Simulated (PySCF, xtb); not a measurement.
GeH5O4, SMILES [OH][Ge]([OH])([OH])[OH2+], charge +1.

GFN2-xTB in xtb at its own geometry gives an orbital gap of 7.05 eV.

Geometry: B3LYP-D3(BJ)/def2-SVP. The isomer is the one that the SMILES or the coordinates give; other isomers of the formula were not compared. Other conformers were not sampled.

Problem. What does PySCF with B3LYP/def2-TZVP give? (An estimate is asked for; the answer gives what the named calculation found.)

Solution. gap 7.92 eV (levels -14.38 and -6.46 eV).
